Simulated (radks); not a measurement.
Polarisabilities and homonuclear dispersion coefficients (atomic units). Code: a radial shooting solver on a logarithmic mesh with Libxc functionals. Model: scalar-relativistic Kohn-Sham, exchange-only LDA, spin-unpolarised, spherical densities, finite nucleus; Fermi nuclear charge, rms radius of each element as measured or else 0.836 A^(1/3) + 0.57 fm. Response by self-consistent Sternheimer equations with the Hartree and adiabatic exchange-only LDA kernel, the relativistic mass of each level held fixed and spin-orbit coupling left out. "Uncoupled" leaves out the induced potential. Quadrupole and octupole values are given only where no p, d or f shell is open.

[
 {"species": "He", "configuration": "[He]", "alpha1 (bohr^3)": "1.765", "alpha1, uncoupled": "1.946", "alpha2 (bohr^5)": "4.087", "alpha3 (bohr^7)": "23.06", "C6": "2.027", "C8": "24.80", "recommended alpha1": "1.38375 +/- 2e-05"},
 {"species": "Li+", "configuration": "[He]", "alpha1 (bohr^3)": "0.2196", "alpha1, uncoupled": "0.2358", "alpha2 (bohr^5)": "0.1496", "alpha3 (bohr^7)": "0.2514", "C6": "0.09381", "C8": "0.3500", "recommended alpha1": "-"},
 {"species": "Be2+", "configuration": "[He]", "alpha1 (bohr^3)": "0.05726", "alpha1, uncoupled": "0.06049", "alpha2 (bohr^5)": "0.01847", "alpha3 (bohr^7)": "0.01489", "C6": "0.01272", "C8": "0.02278", "recommended alpha1": "-"},
 {"species": "B3+", "configuration": "[He]", "alpha1 (bohr^3)": "0.02106", "alpha1, uncoupled": "0.02201", "alpha2 (bohr^5)": "0.003949", "alpha3 (bohr^7)": "0.001868", "C6": "0.002862", "C8": "0.003003", "recommended alpha1": "-"},
 {"species": "C4+", "configuration": "[He]", "alpha1 (bohr^3)": "0.009477", "alpha1, uncoupled": "0.009838", "alpha2 (bohr^5)": "0.001161", "alpha3 (bohr^7)": "0.0003608", "C6": "0.0008697", "C8": "0.0005989", "recommended alpha1": "-"},
 {"species": "N5+", "configuration": "[He]", "alpha1 (bohr^3)": "0.004875", "alpha1, uncoupled": "0.005034", "alpha2 (bohr^5)": "0.0004203", "alpha3 (bohr^7)": "0.00009238", "C6": "0.0003215", "C8": "0.0001556", "recommended alpha1": "-"},
 {"species": "O6+", "configuration": "[He]", "alpha1 (bohr^3)": "0.002757", "alpha1, uncoupled": "0.002836", "alpha2 (bohr^5)": "0.0001763", "alpha3 (bohr^7)": "0.00002886", "C6": "0.0001355", "C8": "0.00004852", "recommended alpha1": "-"},
 {"species": "F7+", "configuration": "[He]", "alpha1 (bohr^3)": "0.001675", "alpha1, uncoupled": "0.001717", "alpha2 (bohr^5)": "0.00008258", "alpha3 (bohr^7)": "0.00001045", "C6": "0.00006307", "C8": "0.00001751", "recommended alpha1": "-"},
 {"species": "Ne8+", "configuration": "[He]", "alpha1 (bohr^3)": "0.001075", "alpha1, uncoupled": "0.001099", "alpha2 (bohr^5)": "0.00004210", "alpha3 (bohr^7)": "4.244e-06", "C6": "0.00003217", "C8": "7.210e-06", "recommended alpha1": "-"}
]

Recommended values: Schwerdtfeger and Nagle, table of static dipole polarisabilities (2023 update), measured or computed.
